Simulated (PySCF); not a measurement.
# Computed properties of Cd(OMe)(NH2) (CH5CdNO), SMILES C[O][Cd][NH2]

Cd(OMe)(NH2) (CH5CdNO), SMILES [Cd]([NH2])[O]C. The structure is a stationary point at B3LYP-D3(BJ)/def2-SVP. The structure was generated by enumeration; whether it is a known compound was not checked. The def2 effective core potentials stand for the cores of Cd; spin–orbit coupling is left out. One conformer was computed; it need not be the lowest. All values are computed for the isolated molecule unless a solvent is named; none is compared with measurement here.

**Structure.** The optimised structure has Cs symmetry. All 21 harmonic modes at B3LYP-D3(BJ)/def2-SVP (PySCF) are real, so it is a minimum. With heavy atoms numbered as in [Cd:1]([O:2][CH3:3])[NH2:7], the shortest bond between them is O2–C3 at 1.399 Å and the longest Cd1–N7 at 2.015 Å.

**Vibrations.** The strongest infrared lines (harmonic, unscaled, degenerate partners summed) lie at 1122 cm⁻¹ (241 km/mol, O 50 %, C 44 %), 2927 cm⁻¹ (161 km/mol, H 97 %), 560 cm⁻¹ (136 km/mol, H 37 %, O 25 %, N 23 %, Cd 11 %). The softest mode is at 80 cm⁻¹ and the zero-point energy is 40.8 kcal/mol.

**Electronic structure.** B3LYP/def2-TZVPD (PySCF) places the frontier levels at -6.84 and -1.46 eV, a gap of 5.38 eV, and gives a dipole moment of 1.23 D and a mean polarisability of 61.3 bohr³. PBE/def2-TZVPD (PySCF) at the same geometry gives -5.58 and -1.99 eV, so its gap is 1.79 eV narrower. An orbital gap is neither the optical nor the fundamental gap.

**Excitations.** TDA-CAM-B3LYP/def2-SVPD (PySCF) has S1 at 4.85 eV (255 nm, f = 0.006, weak); the most intense of the 10 singlets computed lies at 6.20 eV (f = 0.09). T1 (TDA) is at 4.27 eV, 0.58 eV under S1. TDA-PBE/def2-SVPD (PySCF) puts S1 at 3.79 eV. No vertical singlet excitation falls in the visible range (under 3.1 eV).
